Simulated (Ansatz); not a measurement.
Stepwise reaction of `O[Si](O)(Cl)Cl` with hydrogen fluoride, as a gas-phase model of exchange steps in deposition or etching. ΔE in kJ/mol.

Program: Ansatz. Geometries: PBE0-D4/def2-TZVP. ΔE: electronic, gas phase. CBS: MP2 limit from def2 TZ/QZ plus the TZ coupled-cluster correction, frozen cores. This one scheme is used for every species. Functionals use def2-TZVPP. B3LYP here is the variant with VWN-RPA as its local correlation; programs differ in this. One conformer a species, not always the lowest.

```json
{"step": "1", "reaction": "`O[Si](O)(Cl)Cl` + H–F → `O[Si](O)(F)Cl` + HCl", "PBE-D4": "-42.7", "B3LYP-D4": "-53.4", "ωB97M-V": "-52.5", "CCSD(T)/CBS": "-50.7"}
{"step": "2", "reaction": "`O[Si](O)(F)Cl` + H–F → `O[Si](O)(F)F` + HCl", "PBE-D4": "-44.3", "B3LYP-D4": "-54.7", "ωB97M-V": "-53.2", "CCSD(T)/CBS": "-52.9"}
```

**Question.** By hand: ΔE of the 2 steps together at CCSD(T)/CBS.

**Answer.** (-50.7) + (-52.9) = -103.6 kJ/mol, or -51.8 kJ/mol a step.

In ΔE the steps differ by no more than 2.2 kJ/mol. All are downhill at CCSD(T)/CBS. PBE-D4 differs from CCSD(T)/CBS by 8.0 to 8.6 kJ/mol a step. Isolated molecules leave out the surface, adducts and barriers. Largest T1 diagnostic: 0.011.
